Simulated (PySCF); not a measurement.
**How the method moves the HOMO and LUMO of `[SiH3][CH2][GeH2-]`**

CH7GeSi (charge -1).
Cartesian coordinates in Å at the PBE0-D3(BJ)/def2-SVP level; atoms count from 1:
```
atom  x, y, z in Å
Si1   -1.056    0.565   -0.032
C2    -0.040   -0.976   -0.114
Ge3    2.007   -0.619    0.105
H4    -2.567    0.381   -0.185
H5    -0.716    1.549   -1.116
H6    -0.925    1.283    1.282
H7    -0.351   -1.681    0.677
H8    -0.197   -1.487   -1.080
H9     2.027    0.622   -0.930
H10    1.827    0.368    1.372
```

Basis pcSseg-2 throughout (PySCF), one geometry. Geometry: PBE0-D3(BJ)/def2-SVP, one conformer, isolated ion. The calculation is non-relativistic, for germanium too.

Problem. How do the orbital energies and the gap change with the method?

Solution. 
| method | kind | HOMO (eV) | LUMO (eV) | gap (eV) | SCF cycles |
| --- | --- | --- | --- | --- | --- |
| BLYP | GGA | 0.59 | 3.56 | 2.97 | 13 |
| OPBE | GGA | 0.59 | 3.69 | 3.10 | 13 |
| KT3 | GGA | 0.50 | 3.45 | 2.95 | 12 |
| B97-D | GGA | 0.48 | 3.59 | 3.12 | 13 |
| PBE | GGA | 0.46 | 3.46 | 3.00 | 13 |
| KT2 | GGA | 0.41 | 3.40 | 2.99 | 12 |
| BP86 | GGA | 0.33 | 3.50 | 3.16 | 13 |
| LDA | LDA | 0.32 | 3.27 | 2.95 | 13 |
| B97-2 | global hybrid | -0.19 | 4.19 | 4.38 | 11 |
| B3LYP | global hybrid | -0.26 | 3.93 | 4.19 | 12 |
| PBE0 | global hybrid | -0.40 | 4.14 | 4.55 | 11 |
| mPW1PW91 | global hybrid | -0.43 | 4.17 | 4.60 | 11 |
| BHandHLYP | global hybrid | -1.18 | 4.75 | 5.93 | 11 |
| CAM-B3LYP | range-separated hybrid | -1.57 | 4.91 | 6.48 | 11 |
| wB97X-D | range-separated hybrid | -2.10 | 5.72 | 7.81 | 13 |
| HF | Hartree–Fock | -2.36 | 6.37 | 8.73 | 10 |
| LC-wPBE | range-separated hybrid | -2.74 | 5.97 | 8.71 | 12 |

The HOMO spans 3.33 eV, from BLYP down to LC-wPBE, and the gap runs from 2.95 eV (KT3) to 8.73 eV (HF). Over the methods BLYP (0 %), OPBE (0 %), KT3 (0 %), B97-D (0 %), PBE (0 %), KT2 (0 %), BP86 (0 %), LDA (0 %), B97-2 (21 %), B3LYP (20 %), PBE0 (25 %), mPW1PW91 (25 %), BHandHLYP (50 %), HF (100 %), a straight line through the gap against the share of exact exchange rises by 0.57 eV for each 10 % (correlation coefficient 0.999). Where the HOMO energy of this anion is positive, the outermost electrons may be held by the finite basis alone.
